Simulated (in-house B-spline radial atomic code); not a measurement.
Results of a calculation; reference values are marked as such.
# H ion on In atom: potential, deflection and energy transfer

The pair potential comes from two frozen, spherical free-atom densities (PBE, B-spline radial code, scalar-relativistic past argon): electrostatics plus the change in Thomas-Fermi kinetic and Dirac exchange energy where they overlap, the recipe behind the universal ZBL potential, which averages such potentials (from solid-state densities) over many pairs. It is written V = (Z1 Z2 e²/r) φ(r/a), with e² = 14.3996 eV·Å and a = 0.46850 Å/(Z1^0.23 + Z2^0.23); ZBL's fit is φ = 0.18175 e^(−3.1998x) + 0.50986 e^(−0.94229x) + 0.28022 e^(−0.4029x) + 0.02817 e^(−0.20162x). Where φ falls below 4e-4 it is continued as an exponential.

Masses 1.01 and 114.82 u.

```csv
x = r/a,"φ, this pair","φ, ZBL"
0.1,0.8708,0.8928
0.25,0.7363,0.7647
0.5,0.5807,0.6096
1,0.3901,0.4164
1.5,0.2828,0.2995
2,0.2171,0.2218
3,0.1287,0.1292
4,0.0778,0.08026
5,0.05044,0.05224
6.5,0.02904,0.02914
8,0.01744,0.01705
10,0.008852,0.008778
12,0.004405,0.00474
14.5,0.001749,0.002328
17,0.0006042,0.001212
```

Q: At x = 4 the electrostatic, kinetic and exchange parts are 22.19, 91.25 and -12.45 eV. Find r, V and φ.

A: a = 0.46850/(1.0000 + 2.4476) = 0.13589 Å, so r = 0.54356 Å. V = 22.19 + 91.25 + (-12.45) = 100.99 eV. The bare repulsion is 1 × 49 × 14.3996/0.54356 = 1298.1 eV, so φ = 0.0778, -3.1 % against ZBL's 0.0803. The kinetic (Pauli) term is 90 % of V here.

Q: The ion comes in at 0.5238 keV with impact parameter 0.0679 Å. The scattering integral gives a centre-of-mass angle of 139.3° and a closest approach of 2.138 a. What are the reduced energy, the energy passed on and the laboratory angles?

A: ε = E a M2/(Z1 Z2 e² (M1 + M2)) = 523.8 × 1.9091e-04 = 0.1. The most that one collision can pass on is γE with γ = 4 M1 M2/(M1 + M2)² = 0.0346. Here T = γE sin²(θ/2) = 0.0346 × 523.8 × 0.879 = 15.92 eV. The ion turns by arctan(sin θ/(cos θ + M1/M2)) = 139.0° (second quadrant: it bounces back), and the struck atom leaves at (180° − θ)/2 = 20.4°. The closest approach is 0.291 Å. With ZBL the angle would be 139.86° and T = 15.98 eV.
